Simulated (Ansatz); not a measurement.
CH4GeO, SMILES `C[O][GeH]`, relaxed with RKS PBE-D4/def2-SVP in Ansatz 0.2.0 from a rough embedded geometry. The force threshold is 0.03 eV/Å; the program also tests the step.

Charge 0, multiplicity 1.

Start:

```xyz
7

C    -0.751   -0.064    0.095
O     0.092    0.940    0.496
Ge    1.727    0.236    0.454
H    -0.741   -0.975    0.782
H    -0.621   -0.418   -0.910
H    -1.853    0.341    0.154
H     2.146   -0.060   -1.071
```

Problem. How much energy does the relaxation release, and in how many steps? (Best estimate.)

Solution. The calculation gave: 89.39 kJ/mol, in 9 steps.

Problem. Which bonds change most? (Best estimate.)

Solution. Computed: C1–H6 from 1.176 to 1.112 Å; C1–O2 from 1.371 to 1.413 Å; C1–H5 from 1.074 to 1.115 Å; Ge3–H7 from 1.609 to 1.642 Å.

Problem. Give the relaxed structure. (An estimate is asked.)

Solution. Computed: 
```xyz
7

C    -0.782   -0.159    0.121
O     0.242    0.512    0.826
Ge    1.962    0.739    0.332
H    -1.170   -1.003    0.734
H    -0.430   -0.561   -0.858
H    -1.630    0.536   -0.063
H     1.808   -0.064   -1.091
```
